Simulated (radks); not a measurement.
The numbers below are computed, except where a source is named.
Question: These are the eigenvalues of the occupied orbitals of an atom or ion with whole-number occupations (eV). Code: a radial shooting solver on a logarithmic mesh with Libxc functionals. Model: scalar-relativistic Kohn-Sham, BLYP, spin-polarised, spherical densities, point nucleus.

orbital  eigenvalue
1s up     -940.8364
1s down   -938.1520
2s up     -120.2678
2s down   -113.8298
2p up      -98.8574
3d up      -21.9827

Which element is it, and in what charge state? The configuration may be excited. Open shells, if any, are filled with parallel spins first.

Answer: Z = 10, neon, charge +3: Ne3+ in [He] 2s2 2p2 3d1. The list shows which subshells hold electrons but not how many an open one holds; the 1s level, -34.575 hartree, gives Z - s = 8.3 by -(Z - s)^2/2, which with screening and relativity narrows Z to a few neighbours, and the depths of the outer levels then fix element, charge and occupations together.
